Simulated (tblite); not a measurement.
Species: CHF2O3S (doublet state).
Numbering: `[O:1]=[S:2](=[O:3])([OH:4])[C:5]([F:6])[F:7]` (hydrogens: H8 on O4)

The geometry is computed with GFN2-xTB (gas phase). This method treats the open shell by occupation alone, without spin polarisation.

(1) List the bond lengths, angles and torsions at this level.

## Answers

(1) 
```csv
bond,length (Å),order
O1=S2,1.429,double
S2=O3,1.413,double
S2–O4,1.584,single
S2–C5,1.830,single
"C5–F6, C5–F7",1.328,single
O4–H8,0.960,single
```

Bonds in one row agree within 0.01 Å and their mean is given. Orders are formal, as drawn. A selection of angles:
```csv
angle,degrees
O1–S2–O3,121.4
O1–S2–O4,108.4
O1–S2–C5,105.5
O3–S2–O4,109.5
O3–S2–C5,109.9
O4–S2–C5,99.9
S2–O4–H8,111.3
S2–C5–F6,110.9
S2–C5–F7,107.9
F6–C5–F7,108.9
```

Torsions: O1–S2–C5–F6 -71° (synclinal); H8–O4–S2–O1 -18° (synperiplanar). The mirror-image conformer, all signs reversed, is as good.

O4 (oxygen bonded to S and H) is bent (angle 111.3°). The O–S distances run from 1.413 Å (S2=O3, drawn double in one of several resonance forms) to 1.584 Å (S2–O4, drawn single), a spread of 0.171 Å. S2 (sulfur bonded to C and 3 O) is distorted tetrahedral (angles from 99.9° to 121.4°). C5 (carbon bonded to 2 F and S) is pyramidal (angles 110.9°, 108.9° and 107.9°, sum 327.7°, 0.49 Å off the plane of its three neighbours).

Point group: C1 (no symmetry element, even within 0.4 Å). Its GFN2-xTB frequencies are all real (lowest 38 cm⁻¹). Torsions: O1–S2–O4–H -18°, O1–S2–C5–F6 -71°.

The run took 0.28 s on an Arm Neoverse V1 with one thread, on a shared host. This is the geometry optimisation.
